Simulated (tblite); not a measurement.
C5H14O2Si2.
Geometry (GFN2-xTB, Å), atoms numbered from 1 in this order:
```
atom  x, y, z in Å
C1     2.7605    1.4711    0.7149
C2     2.1499    0.2572    0.0327
O3     0.9050   -0.0133    0.6327
C4     0.2183   -1.1652    0.1510
C5    -0.3895   -0.9103   -1.2264
Si6   -1.5803    0.5542   -0.9755
O7    -2.8712    0.5091   -1.9787
C8    -2.2482    0.1881    0.7665
Si9   -1.2005   -1.2533    1.4322
H10    2.8731    1.2809    1.7788
H11    3.7333    1.6906    0.2830
H12    2.1073    2.3296    0.5848
H13    2.8116   -0.6184    0.1410
H14    2.0283    0.4586   -1.0417
H15    0.9091   -2.0213    0.1338
H16    0.3885   -0.7312   -1.9708
H17   -0.9263   -1.8068   -1.5423
H18   -0.8933    1.8420   -1.1201
H19   -2.7652    0.5437   -2.9247
H20   -2.1436    1.0600    1.4058
H21   -3.3078   -0.0508    0.7389
H22   -1.9051   -2.5413    1.3388
H23   -0.6585   -1.0462    2.7734
```

Computed values, GFN2-xTB/tblite, gas phase, harmonic and unscaled. Errors from tens to a few hundred cm⁻¹ against measured bands are possible. Modes of hydrogen on silicon can be 10 to 20 % off. One conformer, not necessarily the lowest.

Harmonic wavenumbers (cm⁻¹): 34.2, 51.7, 58.7, 112.7, 142.3, 183.0, 207.8, 214.8, 242.3, 261.9, 309.9, 339.4, 410.1, 474.5, 531.3, 553.0, 600.9, 638.3, 670.2, 690.1, 708.5, 741.0, 756.3, 764.4, 780.6, 799.8, 824.1, 838.8, 878.0, 903.8, 979.9, 987.7, 1053.7, 1092.0, 1110.4, 1111.3, 1133.7, 1148.3, 1179.3, 1254.3, 1264.7, 1309.6, 1348.9, 1398.5, 1451.4, 1475.9, 1488.4, 1495.5, 1496.8, 2196.0, 2226.7, 2278.2, 2830.7, 2837.4, 2876.6, 2955.3, 2976.0, 3017.2, 3024.8, 3041.3, 3047.2, 3051.0, 3676.9.

A = 1593, B = 812.1, C = 655.8 MHz; mass 162.053 u (most abundant isotopes); point group C1, symmetry number 1.

Zero-point energy?

Half the sum of the wavenumbers: 39269 cm⁻¹ = 469.76 kJ/mol.

Entropy at 350 K, 1 bar (ideal gas, RRHO, classical rotation)?

Translation 175.64, rotation 128.85, vibration 198.88: S = 503.4 J/(mol K).

And Cp and H(350 K) − H(0)?

Cp = 233.65 J/(mol K), of which vibrations give 200.39 (their classical limit is 63 R = 523.8); H(350 K) − H(0) = 47.32 kJ/mol without the zero-point energy, 35.68 from vibrations.

How do the functions run with temperature in this model?

```json
{"T (K)": "100", "S (J/(mol K))": "315.9", "Cp (J/(mol K))": "94.4", "H − H(0) (kJ/mol)": "6.34", "G − H(0) (kJ/mol)": "-25.25", "ln q(vib)": "2.76"}
{"T (K)": "200", "S (J/(mol K))": "398.0", "Cp (J/(mol K))": "149.3", "H − H(0) (kJ/mol)": "18.50", "G − H(0) (kJ/mol)": "-61.11", "ln q(vib)": "6.36"}
{"T (K)": "300", "S (J/(mol K))": "469.5", "Cp (J/(mol K))": "206.7", "H − H(0) (kJ/mol)": "36.31", "G − H(0) (kJ/mol)": "-104.53", "ln q(vib)": "9.90"}
{"T (K)": "500", "S (J/(mol K))": "598.6", "Cp (J/(mol K))": "301.0", "H − H(0) (kJ/mol)": "87.68", "G − H(0) (kJ/mol)": "-211.63", "ln q(vib)": "16.86"}
{"T (K)": "800", "S (J/(mol K))": "760.8", "Cp (J/(mol K))": "387.7", "H − H(0) (kJ/mol)": "192.21", "G − H(0) (kJ/mol)": "-416.42", "ln q(vib)": "26.68"}
{"T (K)": "1000", "S (J/(mol K))": "851.5", "Cp (J/(mol K))": "425.1", "H − H(0) (kJ/mol)": "273.69", "G − H(0) (kJ/mol)": "-577.85", "ln q(vib)": "32.68"}
```

q(vib) and H(0) count from the zero-point level.

Blend soft modes into free rotors: weight 1/[1 + (100 cm⁻¹/ν̃)⁴] for the oscillator and the rest for a rotor with moment μB/(μ + B), μ = h/(8π²ν), B = 10⁻⁴⁴ kg m². What vibrational entropy results?

179.80 J/(mol K) in place of 198.88, which changes −T·S at 350 K by +6.68 kJ/mol.

Hindered rotation and anharmonicity are outside this model. Other conformers, if any are populated, would add a mixing term that is left out. The structure is chiral; the term R ln 2 for an equal mix with its mirror image is left out.
